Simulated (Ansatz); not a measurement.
Computed with Ansatz on PBE0-D4/def2-TZVP structures; ΔE is electronic, products minus reactants. CCSD(T)/CBS is the MP2 limit (def2-TZVPP, def2-QZVPP) plus CCSD(T) − MP2 in def2-TZVPP, frozen cores. This one scheme is used for every species. For Ge outer-core shells are correlated without core-valence functions, which leaves a few kJ/mol of doubt a bond. Scalar relativity is left out up to krypton. One conformer a species, not always the lowest.

Consider the substitution at a C–C bond: `C=CC1=C[SiH2]1` + `[NH2][GeH3]` → `[GeH3][NH]C1=C[SiH2]1` + `C=C`.

`C=CC1=C[SiH2]1`:

Cartesian coordinates in Å:
```
C -0.580 1.084 1.689
C 0.238 1.081 0.638
C 0.269 0.014 -0.332
C 0.937 -0.289 -1.450
Si -0.263 -1.572 -1.036
H -1.270 0.264 1.856
H -0.583 1.898 2.404
H 0.925 1.911 0.482
H 1.718 0.181 -2.037
H 0.153 -2.866 -0.442
H -1.544 -1.706 -1.772
```

`[NH2][GeH3]`:

Z-matrix (Å, degrees):
```
Ge
N 1 1.843
H 1 1.536 2 106.9
H 1 1.548 2 114.5 3 -120.5
H 1 1.536 2 106.8 3 119.0
H 2 1.011 1 113.7 3 59.1
H 2 1.011 1 113.6 3 -176.9
```

`[GeH3][NH]C1=C[SiH2]1`:

```xyz
12

Ge   -1.520   -1.586   -0.085
N    -1.009    0.191   -0.075
C     0.280    0.586    0.010
C     1.495    0.014    0.105
Si    1.623    1.802    0.089
H    -1.055   -2.253    1.219
H    -3.051   -1.574   -0.193
H    -0.877   -2.290   -1.289
H    -1.700    0.919   -0.132
H     1.896   -0.990    0.148
H     1.874    2.607    1.314
H     2.045    2.573   -1.110
```

`C=C`:

```xyz
6

C     0.233    0.085    0.613
C    -0.233   -0.085   -0.613
H     1.267    0.356    0.797
H    -0.400   -0.038    1.485
H    -1.267   -0.356   -0.797
H     0.400    0.038   -1.485
```

```
                species  MP2/def2-TZVPP energy (Eh)
       `C=CC1=C[SiH2]1`                  -444.62304
          `[NH2][GeH3]`                 -2133.24202
`[GeH3][NH]C1=C[SiH2]1`                 -2499.45883
                  `C=C`                   -78.40049
```

Q: Work out ΔE.

A: ΔE = (-2499.45883) + (-78.40049) − (-444.62304) − (-2133.24202) = 0.00574 Eh = +0.16 eV. CCSD(T)/CBS gives +0.15 eV.

Largest T1 diagnostic among the species: 0.013.

At CCSD(T), def2-SVP lies −0.08 eV from the extrapolated value and def2-TZVPP −0.01 eV. The D4 term adds −0.03 eV with B3LYP and −0.02 eV with PBE0; it sums over pairs of atoms, weighted by their polarisabilities, and B3LYP, whose exchange is more repulsive, gets the larger term.

B3LYP here is the variant with VWN-RPA as its local correlation; programs differ in this.
